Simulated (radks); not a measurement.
Results of a calculation; reference values are marked as such.
The gallium ion Ga2+, 29 electrons, occupied as [Ar] 3d10 4s1.

Level of theory: Dirac Kohn-Sham, PBEsol, spin-unpolarised, spherical densities, point nucleus (a radial shooting solver on a logarithmic mesh with Libxc functionals).

Energy parts (eV):
| part | energy |
|---|---|
| total | -52832.383 |
| kinetic | 53877.401 |
| electron-nucleus | -126944.269 |
| Hartree | 22236.455 |
| exchange-correlation | -2001.970 |

Orbitals (lengths in bohr, moments of r in powers of bohr; <r^-3> diverges for s and p1/2; r(max) is where P^2 peaks; r(90%) holds 90 % of the orbital's charge):
orbital,occ.,eigenvalue (eV),<r^-3>,r(90%),<r>,r(max),small-component weight
1s1/2,2,-10238.82,-,0.0869,0.04863,0.03180,1.25e-02
2s1/2,2,-1280.960,-,0.337,0.2177,0.1826,2.41e-03
2p1/2,2,-1136.624,-,0.309,0.1884,0.1445,2.40e-03
2p3/2,4,-1109.002,859.8,0.313,0.1919,0.1474,2.35e-03
3s1/2,2,-168.0875,-,0.978,0.6524,0.5650,5.44e-04
3p1/2,2,-121.4555,-,1.04,0.6723,0.5616,4.95e-04
3p3/2,4,-117.8305,113.7,1.05,0.6830,0.5700,4.82e-04
3d3/2,4,-39.6627,12.03,1.36,0.7947,0.5311,3.50e-04
3d5/2,6,-39.1963,11.70,1.37,0.8004,0.5340,3.46e-04
4s1/2,1,-26.0302,-,3.07,2.070,1.776,6.84e-05
4p1/2,0,-17.8149,-,3.73,2.487,2.099,4.80e-05
4p3/2,0,-17.5721,7.694,3.77,2.517,2.128,4.71e-05

The highest occupied level is 4s1/2 at -26.030 eV. For comparison, the ionisation energy in NIST's Atomic Spectra Database is 30.726 eV (measured). In exact Kohn-Sham theory the highest level is minus the ionisation energy, but local and semilocal functionals leave it too shallow, through self-interaction and a potential that decays too fast; potentials with the right tail come closer. Summed over all electrons, <r^2> = 17.76 bohr^2, which gives a Langevin (diamagnetic) susceptibility term of -14.1 x 10^-6 cm^3/mol. The density falls to 0.001 e/bohr^3 at r = 3.29 bohr.

Beside tabulated values, note that spin-unpolarised runs miss the spin-polarisation part of the exchange energy of open shells.
